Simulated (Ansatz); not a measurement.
Species: BH2, net charge 0, doublet state. 
Geometry from a B3LYP-D3(BJ)/def2-TZVP (Ansatz, a first-principles code) optimisation:
SMILES: [BH2]
```xyz
3

B      0.1441    -0.0062    -0.0077
H     -0.4073    -1.0572    -0.0004
H     -0.3134     1.0880     0.0389
```
Charge 0, spin multiplicity 2.

Atomisation energy built up term by term with Ansatz (kcal/mol; UHF references for open shells; valence terms freeze the core; atomic spin-orbit terms are left out). Basis-set limits of correlation are two-point, X^-3; Hartree-Fock from the larger set (for Q and 5 zeta extrapolated as (X+1)exp(-9√X)).

```csv
term,basis,kcal/mol
Hartree-Fock,"CBS(cc-pVQZ,cc-pV5Z)",…
CCSD correlation,"CBS(cc-pVQZ,cc-pV5Z)",24.88
(T),"CBS(cc-pVQZ,cc-pV5Z)",…
CCSDT - CCSD(T),cc-pVDZ,0.00
(Q),cc-pVDZ,0.01
core correlation,cc-pwCVTZ,0.74
scalar relativity (X2C),cc-pVTZ-DK against cc-pVTZ,-0.07
sum: De,,…
```

### Question
Some entries are withheld; supply them.

### Answer

- Hartree-Fock, kcal/mol: 143.87
- (T), kcal/mol: 0.48
- sum: De, kcal/mol: 169.9
